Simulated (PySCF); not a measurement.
Match the calculated data to a structure.

All candidates are C7H6O3.

* Dipole: 1.17 D [PBE0/pcSseg-1]
* 13C NMR: chemical shifts (computed TMS as zero) by class: 209.1 (1 C), 156.4 (1 C), 147.1 (1 C), 118.8 (1 C), 118.1 (1 C), 101.2 (1 C), 92.4 (1 C) ppm [GIAO PBE0/pcSseg-1]
* NMR, other nuclei: isotropic shieldings of nuclei other than C and H, by class: -312 (1 O), 29 (1 O), 305 (1 O) ppm [GIAO PBE0/pcSseg-1]
* Rotational structure: rotational constants A, B, C: 3.052, 0.909, 0.855 GHz [GFN2-xTB]
* 1H NMR: chemical shifts (computed TMS as zero) by class: 7.51 (1 H), 6.86 (1 H), 6.80 (1 H), 6.39 (1 H), 5.60 (1 H), 5.56 (1 H) ppm [GIAO PBE0/pcSseg-1]

The electronic properties come from PySCF, for the isolated species, density fitting. Levels stand in brackets. Isolated species at its GFN2-xTB geometry (one conformer only). Each NMR value is the plain mean over a class of atoms that symmetry, rotation or inversion makes alike.

Question: Which candidate is it?
A. `COC1=CC(=O)C=CC1=O`
B. `O=C1CO[C@H]1c1ccco1`
C. `CC#C/C=C(/C=O)C(=O)O`

Answer: B. It is `O=C1CO[C@H]1c1ccco1`. Numbering: `[O:1]=[C:2]1[CH2:3][O:4][C@H:5]1[c:6]1[cH:7][cH:8][cH:9][o:10]1`. Its formula, C7H6O3, gives 5 degrees of unsaturation: 2 rings and 3 π bonds in the structure found (Kekulé form). 7 carbons fall into 7 classes; from least to most shielded: ketone carbonyl carbon [C2] (209.1 ppm), substituted aromatic carbon [C6] (156.4 ppm), aromatic CH next to a ring oxygen [C9] (147.1 ppm), aromatic CH carbon [C8] (118.8 ppm), aromatic CH carbon [C7] (118.1 ppm), ring sp3 carbon bound to oxygen [C5] (101.2 ppm), ring sp3 carbon bound to oxygen [C3] (92.4 ppm). Hydrogen classes from least to most shielded: 1 H on an aromatic CH next to a ring oxygen, C9 (7.51 ppm), 1 H on an aromatic CH carbon, C7 (6.86 ppm), 1 H on an aromatic CH carbon, C8 (6.80 ppm), 1 H on an sp3 carbon bound to oxygen, C5 (6.39 ppm), 1 H on an sp3 carbon bound to oxygen, C3 (5.60 ppm), 1 H on an sp3 carbon bound to oxygen, C3 (5.56 ppm). The other shieldings belong to: -312 ppm, ketone oxygen [O1]; 29 ppm, furan-type oxygen [O10]; 305 ppm, cyclic ether oxygen [O4]. The optimised geometry has point group C1 and is an asymmetric top.

The others, at the same levels:
- `COC1=CC(=O)C=CC1=O` fails: its computed 13C shifts are 192.4 (1 C), 192.2 (1 C), 162.3 (1 C), 142.6 (1 C), 139.1 (1 C), 119.2 (1 C), 61.7 (1 C) ppm, 1H shifts are 6.66 (1 H), 6.65 (1 H), 6.28 (1 H), 4.39 (3 H) ppm and rotational constant A is 2.663 GHz (against 3.052 GHz).
- `CC#C/C=C(/C=O)C(=O)O` fails: its computed 13C shifts are 193.2 (1 C), 168.6 (1 C), 147.8 (1 C), 145.2 (1 C), 137.8 (1 C), 89.0 (1 C), 8.6 (1 C) ppm, 1H shifts are 10.38 (1 H), 7.61 (1 H), 6.26 (1 H), 2.63 (3 H) ppm and rotational constant A is 2.122 GHz (against 3.052 GHz).

Each candidate is one conformer, not necessarily the lowest. Dipoles, sizes and rotational constants follow the conformer. The torsions of the flexible species, by atom-mapped SMILES:
- `[O:1]=[C:2]1[CH2:3][O:4][C@H:5]1[c:6]1[cH:7][cH:8][cH:9][o:10]1`: O4–C5–C6–C7 44°
- `[CH3:1][O:2][C:3]1=[CH:4][C:5](=[O:6])[CH:7]=[CH:8][C:9]1=[O:10]`: C1–O2–C3–C4 180°
- `[CH3:1][C:2]#[C:3]/[CH:4]=[C:5](/[CH:6]=[O:7])[C:8](=[O:9])[OH:10]`: C4–C5–C6–O7 0°, C4–C5–C8–O9 0°, H–O10–C8–C5 180°
